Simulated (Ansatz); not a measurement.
`C=CCCCCCCCCC[S][Cu]` with charge +1. Charge 1, multiplicity 2. Geometry PBE-D4/def2-SVP, that of the neutral singlet; atoms count from 1.

```xyz
34

C     2.189   -4.987   -2.144
C     1.188   -4.522   -1.375
C     0.053   -3.662   -1.860
C     0.037   -2.236   -1.271
C    -0.190   -2.172    0.244
C    -0.189   -0.751    0.826
C    -1.356    0.132    0.367
C    -1.400    1.520    1.021
C    -0.228    2.439    0.658
C    -0.339    3.835    1.276
C     0.807    4.773    0.901
S     0.766    6.414    1.737
Cu   -1.269    6.914    1.415
H     2.999   -5.606   -1.728
H     2.231   -4.768   -3.225
H     1.192   -4.774   -0.299
H     0.092   -3.599   -2.968
H    -0.913   -4.156   -1.607
H     0.997   -1.731   -1.521
H    -0.758   -1.658   -1.791
H    -1.155   -2.671    0.491
H     0.597   -2.764    0.758
H     0.779   -0.262    0.573
H    -0.210   -0.815    1.936
H    -1.325    0.259   -0.739
H    -2.309   -0.400    0.582
H    -1.444    1.405    2.128
H    -2.349    2.024    0.735
H    -0.161    2.526   -0.451
H     0.731    1.978    0.981
H    -0.399    3.766    2.384
H    -1.298    4.315    0.957
H     1.778    4.325    1.209
H     0.856    4.910   -0.201
```

Question: Estimate the Mulliken populations of the heavy atoms from the PBE0/def2-SVP orbitals of Ansatz.

Answer: 
```
atom  charge (e)  spin (α − β)  d electrons
  C1       -0.05          0.12            –
  C2       -0.11          0.07            –
  C3       -0.01          0.00            –
  C4       -0.10          0.01            –
  C5       -0.06          0.00            –
  C6       -0.08          0.00            –
  C7       -0.07          0.00            –
  C8       -0.05          0.00            –
  C9       -0.10          0.00            –
 C10       -0.08          0.01            –
 C11       -0.18         -0.03            –
 S12        0.08          0.73            –
Cu13        0.52          0.06         9.82
```
Mulliken values depend strongly on the basis.

Question: Where does the spin sit?

Answer: Summed by element: C 0.18, S 0.73, Cu 0.06, H 0.03, of 1 unpaired in all. Largest on single atoms: S12 0.73, C1 0.12, C2 0.07.

Question: And the Mayer bond orders between heavy atoms (over 0.3)?

Answer: S12–Cu13 0.99 (2.12 Å); C1–C2 1.86 (1.34 Å); C2–C3 1.05 (1.50 Å); C3–C4 1.06 (1.54 Å); C4–C5 1.05 (1.53 Å); C5–C6 1.09 (1.54 Å); C6–C7 1.06 (1.53 Å); C7–C8 1.09 (1.53 Å); C8–C9 1.06 (1.53 Å); C9–C10 1.06 (1.53 Å); C10–C11 1.00 (1.53 Å); C11–S12 0.99 (1.84 Å).
